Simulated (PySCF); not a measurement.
# Ionisation energy of Ge by level of theory

Ge [Ar] 3d10 4s2 4p2 (3P) → Ge⁺ [Ar] 3d10 4s2 4p1 (2P), as a difference of total energies. All numbers are calculated (PySCF 2.14, the spin-free X2C one-electron Hamiltonian (Gaussian nucleus), in x2c-TZVPall). Correlated levels: valence: [Ar] 3d10 frozen. The calculations carry no spin-orbit coupling.

| method | ionisation energy (eV) | error (eV) |
| --- | --- | --- |
| UHF | 7.414 | -0.511 |
| r2SCAN | 8.054 | +0.129 |
| B3LYP | 7.869 | -0.056 |
| MP2 (valence) | 7.758 | -0.167 |
| SCS-MP2 (valence) | 7.684 | -0.241 |
| CCSD (valence) | 7.788 | -0.137 |
| CCSD(T) (valence) | 7.814 | -0.111 |

Reference: 7.925 eV (measured; NIST levels, between the centres of gravity of the two terms).

Errors of the correlated levels include the incompleteness of this basis and the frozen core.
